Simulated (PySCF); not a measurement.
SMILES N#C[SiH2][SiH2][GeH3], singlet at its GFN2-xTB optimised geometry (Å):

```
12

N      2.3017    -2.2455     0.0000
C      1.1552    -2.2455     0.0000
Si    -0.7085    -2.1207     0.0000
Si    -1.1759     0.1591    -0.0941
Ge     0.6859     1.4485     0.4972
H     -1.1056    -2.8194     1.2277
H     -1.1190    -2.9355    -1.1481
H     -2.3017     0.4716     0.7979
H     -1.6260     0.5313    -1.4424
H      1.1436     1.2333     1.9079
H      0.4976     2.9355     0.4108
H      1.9086     1.1913    -0.3236
```

Level of theory: CAM-B3LYP/def2-TZVP (PySCF). Cells within 0.4 Å of a nucleus heavier than hydrogen are left out (blank, or x).

Map of the deformation density (molecule minus spherical neutral atoms) (e/bohr³), clipped to [-0.15, 0.15] on the plane z = 0.0 Å:

```
|1111111111111111111111111|
|1111111111111111111111111|
|1111111111111111111111111|
|1111111111110000111111111|
|1111111111100000011111111|
|1111111111011211001111111|
|1111111100011221000111111|
|1111110000001111110011111|
|1111100000011101210011111|
|1111100000122102420011111|
|1111001100132112210011111|
|111100111x122101110111111|
|111100110xx11000000111111|
|1111000001110000000111111|
|1111000012321000000111111|
|1111100012310000000111111|
|1111100001101210200111111|
|1111100000xx24xx9xx311111|
|1111100000x0134x8xx311111|
|1111100000000100100111111|
|1111110000000000000111111|
|1111111000000000000111111|
|1111111100000000111111111|
|1111111111111111111111111|
|1111111111111111111111111|
```
Scale: ten equal steps from -0.018 (start of '0') to 0.150 (end of '9'), in the order '0123456789'; x runs from -5.00 to 5.00, y from -5.00 (bottom) to 5.00 (top).
